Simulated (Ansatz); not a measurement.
The same molecule with X = F, Cl, Br, I. Ansatz, PBE0-D4/def2-TZVP geometries, multiplicity 1.

Elements past krypton have def2 core potentials. Scalar relativity is left out up to krypton.

```
 X  molecule  mean X–H bond length / Å  HOMO energy (B3LYP/def2-TZVPP) / eV  zero-point energy (PBE0-D4/def2-TZVP) / kJ/mol  HOMO–LUMO gap (PBE/def2-TZVPP) / eV
 F       H–F                     0.920                               -11.34                                            24.8                                 9.29
Cl       HCl                     1.279                                -9.12                                            17.9                                 7.27
Br       HBr                     1.420                                -8.48                                            16.0                                 6.29
```

Problem. Give the row for X = I, HI. (Estimate.)

Solution. The calculation gave: 
```tsv
X	molecule	mean X–H bond length / Å	HOMO energy (B3LYP/def2-TZVPP) / eV	zero-point energy (PBE0-D4/def2-TZVP) / kJ/mol	HOMO–LUMO gap (PBE/def2-TZVPP) / eV
I	HI	1.610	-7.69	14.0	5.09
```

From F to I the mean X–H bond length rises at each step, by 0.690 Å in all; the HOMO energy (B3LYP/def2-TZVPP) rises at each step, by 3.65 eV in all; the zero-point energy (PBE0-D4/def2-TZVP) falls at each step, by 10.8 kJ/mol in all; the HOMO–LUMO gap (PBE/def2-TZVPP) falls at each step, by 4.20 eV in all. Bonds lengthen as the atom grows down the group.

B3LYP here is the variant with VWN-RPA as its local correlation; programs differ in this.

Spin–orbit coupling is left out; it splits and shifts lone-pair levels of the heavy atoms by tenths of an eV.
